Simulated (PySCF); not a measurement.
Successive ionisation energies of tantalum

Calculated with PySCF 2.14, two-component X2C-1e (Gaussian nucleus, no Breit or QED terms), each ion in its own even-tempered basis; GMP2 freezes the deep shells of the larger ions and drops the highest virtual spinors; eV.

| ion | configuration | GHF (spin-free) | GHF (screened spin-orbit) | GMP2 (screened spin-orbit) | NIST | kind |
| --- | --- | --- | --- | --- | --- | --- |
| Ta⁴¹⁺ | [Ar] 3d10 4s2 4p2 | 1989.4 | 2046.5 | 2048.1 | 2053 ± 4 | theoretical |
| Ta⁴²⁺ | [Ar] 3d10 4s2 4p1 | 2042.7 | 2107.0 | 2107.7 | 2113 ± 4 | theoretical |
| Ta⁴³⁺ | [Ar] 3d10 4s2 | 2239.8 | 2239.5 | 2242.3 | 2254 ± 4 | theoretical |
| Ta⁴⁴⁺ | [Ar] 3d10 4s1 | 2300.4 | 2300.1 | 2301.3 | 2314.7 ± 1.9 | semi-empirical |
| Ta⁴⁵⁺ | [Ar] 3d10 | 3921.9 | 3896.0 | 3897.4 | 3898.7 ± 2.5 | measured |
| Ta⁴⁶⁺ | [Ar] 3d9 | 4039.7 | 4016.0 | 4017.4 | 4014 ± 4 | theoretical |
| Ta⁴⁷⁺ | [Ar] 3d8 | 4167.0 | 4143.7 | 4144.8 | 4143 ± 4 | theoretical |
| Ta⁴⁸⁺ | [Ar] 3d7 | 4296.1 | 4280.4 | 4280.6 | 4278 ± 4 | theoretical |
| Ta⁴⁹⁺ | [Ar] 3d6 | 4418.1 | 4410.9 | 4410.7 | 4410 ± 4 | theoretical |
| Ta⁵⁰⁺ | [Ar] 3d5 | 4589.5 | 4539.6 | 4539.4 | 4537 ± 4 | theoretical |
| Ta⁵¹⁺ | [Ar] 3d4 | 4715.6 | 4747.3 | 4748.2 | 4745 ± 4 | theoretical |
| Ta⁵²⁺ | [Ar] 3d3 | 4850.8 | 4879.7 | 4880.5 | 4877 ± 4 | theoretical |

Where is the largest relative jump?

From Ta⁴⁴⁺ to Ta⁴⁵⁺: 2301.3 to 3897.4 eV, where the electron removed from [Ar] 3d10 comes from a deeper shell or subshell.
